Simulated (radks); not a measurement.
Effect of the nuclear size on neutral ruthenium, [Kr] 4d7 5s1. All-electron calculation, Dirac Kohn-Sham, PBE, spin-unpolarised, spherical densities, finite nucleus; open shells fill j = l - 1/2 first; Fermi nuclear charge, rms radius 4.4809 fm. Program: a radial shooting solver on a logarithmic mesh with Libxc functionals. The rms radius is varied about that value; shifts are against it.

rms radius (fm) = 3.6519: total energy shift (eV) -0.656; density at nucleus (e/bohr^3) 1.128e+05; 1s1/2 shift (meV) -277; 2s1/2 shift (meV) -30.2; 3p1/2 shift (meV) 0.378; 4s1/2 shift (meV) -0.946; 4p1/2 shift (meV) 0.069; 5s1/2 shift (meV) -0.059
rms radius (fm) = 4.1224: total energy shift (eV) -0.298; density at nucleus (e/bohr^3) 1.112e+05; 1s1/2 shift (meV) -126; 2s1/2 shift (meV) -13.7; 3p1/2 shift (meV) 0.172; 4s1/2 shift (meV) -0.430; 4p1/2 shift (meV) 0.031; 5s1/2 shift (meV) -0.027
rms radius (fm) = 4.4809: total energy shift (eV) 0; density at nucleus (e/bohr^3) 1.101e+05; 1s1/2 shift (meV) 0.000; 2s1/2 shift (meV) 0.000; 3p1/2 shift (meV) 0.000; 4s1/2 shift (meV) 0.000; 4p1/2 shift (meV) 0.000; 5s1/2 shift (meV) 0.000
rms radius (fm) = 4.6601: total energy shift (eV) 0.157; density at nucleus (e/bohr^3) 1.096e+05; 1s1/2 shift (meV) 66.4; 2s1/2 shift (meV) 7.23; 3p1/2 shift (meV) -0.090; 4s1/2 shift (meV) 0.227; 4p1/2 shift (meV) -0.016; 5s1/2 shift (meV) 0.014
rms radius (fm) = 5.2919: total energy shift (eV) 0.755; density at nucleus (e/bohr^3) 1.079e+05; 1s1/2 shift (meV) 319; 2s1/2 shift (meV) 34.7; 3p1/2 shift (meV) -0.434; 4s1/2 shift (meV) 1.09; 4p1/2 shift (meV) -0.079; 5s1/2 shift (meV) 0.068

Slopes of the eigenvalues against <r^2> in GHz/fm^2, as finite differences over the two radii next to the reference (eigenvalue slopes, not the field-shift constants of lines): 1s1/2 9840, 2s1/2 1070, 3p1/2 -13.4, 4s1/2 33.6, 4p1/2 -2.45, 5s1/2 2.09.
